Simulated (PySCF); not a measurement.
Species: C8H15NSi2.
Cartesian coordinates in Å at the PBE0-D3(BJ)/def2-SVP level; atoms count from 1:
```xyz
26
C8H15NSi2 angstrom
C     -4.2823    0.1561   -1.0451
N     -3.0356   -0.0807   -0.3631
C     -2.8230   -1.4567    0.0127
Si    -2.1578    1.1893    0.4323
C     -0.3205    0.8093    0.3386
C      0.2340    0.2817   -0.8376
C      1.5974    0.0164   -0.9297
C      2.4572    0.2698    0.1509
Si     4.3040   -0.0474    0.0106
C      1.9016    0.7910    1.3281
C      0.5357    1.0537    1.4206
H     -4.3530   -0.4635   -1.9588
H     -5.1692   -0.0810   -0.4223
H     -4.3622    1.2093   -1.3526
H     -1.8287   -1.5868    0.4668
H     -2.8681   -2.1180   -0.8728
H     -3.5772   -1.8269    0.7371
H     -2.5140    2.4474   -0.2933
H     -2.4766    1.3925    1.8888
H     -0.4187    0.0653   -1.6888
H      1.9968   -0.4011   -1.8592
H      4.5540   -1.1880   -0.9223
H      4.8677   -0.3670    1.3575
H      5.0199    1.1541   -0.5217
H      2.5410    0.9876    2.1942
H      0.1293    1.4497    2.3564
```

The closed-shell ground state was solved at several levels (PySCF, density fitting, gas phase, non-relativistic).

```csv
level,basis functions,total energy (Eh),HOMO (eV),LUMO (eV),gap (eV),dipole (D)
PBE/pcSseg-1,276,-946.7700,-5.06,-1.91,3.15,1.12
PBE0/pcSseg-1,276,-946.8658,-6.37,-1.08,5.29,1.12
```

What might B3LYP/def2-SVPD (348 basis functions) give for the same quantities?

Total energy -947.2437 Eh, HOMO -6.18 eV, LUMO -1.25 eV, gap 4.93 eV, dipole 1.01 D.

Over all these levels, which gives the widest orbital gap and which the narrowest?

PBE0/pcSseg-1 (global hybrid, 25 % exact exchange) has the widest, 5.29 eV, and PBE/pcSseg-1 (GGA) the narrowest, 3.15 eV. The two share the basis. From the narrowest to the widest the HOMO moves by -1.31 eV and the LUMO by +0.83 eV.

How far do the dipole and the HOMO energy spread over the levels?

The dipole runs from 1.01 to 1.12 D (mean 1.08 D) and the HOMO from -6.37 to -5.06 eV.

One conformer stands for the species.
